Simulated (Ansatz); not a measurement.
Ansatz (a program for electronic structure) job for CH5ClF2Si2, SMILES [Si@@]([SiH3])(CF)(Cl)F, ωB97X-V/def2-SVPD. Geometry: B3LYP-D3(BJ)/def2-SVP. The structure was generated by enumeration; whether it is a known compound was not checked. Other conformers were not sampled.

Ansatz 0.2 input:
```yaml
crystal:
  periodic: [false, false, false]
  atoms:
    - {symbol: F, position_ang: [-1.28234877, -2.15837260, 0.38523123]}
    - {symbol: C, position_ang: [-1.54778865, -0.80192394, 0.56719094]}
    - {symbol: Si, position_ang: [-0.13652335, 0.16104275, -0.24616873]}
    - {symbol: F, position_ang: [-0.40210466, 0.21579268, -1.85260617]}
    - {symbol: Si, position_ang: [1.93570165, -0.82913454, 0.19467498]}
    - {symbol: Cl, position_ang: [-0.21802804, 2.11106325, 0.46171824]}
    - {symbol: H, position_ang: [-1.60125364, -0.58406124, 1.64859994]}
    - {symbol: H, position_ang: [-2.52743510, -0.55560001, 0.12030610]}
    - {symbol: H, position_ang: [2.01428574, -2.15829008, -0.47130905]}
    - {symbol: H, position_ang: [3.03042918, 0.05505577, -0.29446570]}
    - {symbol: H, position_ang: [2.04876697, -0.99713163, 1.67180020]}
basis:
  gaussian:
    orbitals: def2-SVPD
hamiltonian:
  xc: {name: wB97X-V}
```

It prints:

```
WARN ansatz: RAYON_NUM_THREADS=2 ignored (pool sized by the plan → 2); use --threads N
Functional definition: wB97X-V
integrals: 0.20 GiB planned
1609 factors; their error is unknown
integrals: 0.23 GiB planned
663 factors; integrals over basis functions are off by at most 2.1e-5 eV
mean field: 1.92 GiB planned
mean field evaluation 1: about -34810.3804 eV, gradient 3.8e1 eV
mean field evaluation 2: about -34810.6707 eV, gradient 4.2e1 eV
mean field evaluation 4: about -34813.2430 eV, gradient 1.4e0 eV
mean field evaluation 8: about -34813.2534 eV, gradient 4.7e-2 eV
mean field evaluation 16: about -34813.3926 eV, gradient 3.5e-5 eV
mean field -34813.39262607 eV, -1279.3685816432 hartree, gradient 3.5e-5 eV, S^2 0.000000; 0 other end points of the search recorded, 0 dependent functions left out
reference -34813.39262332 eV, -1279.3685815420 hartree; 37, 37 occupied and 144, 144 virtual orbitals, 1609 factors
Total energy: -34813.39262332 eV, -1279.3685815420 hartree
```

Self-consistency was reached.
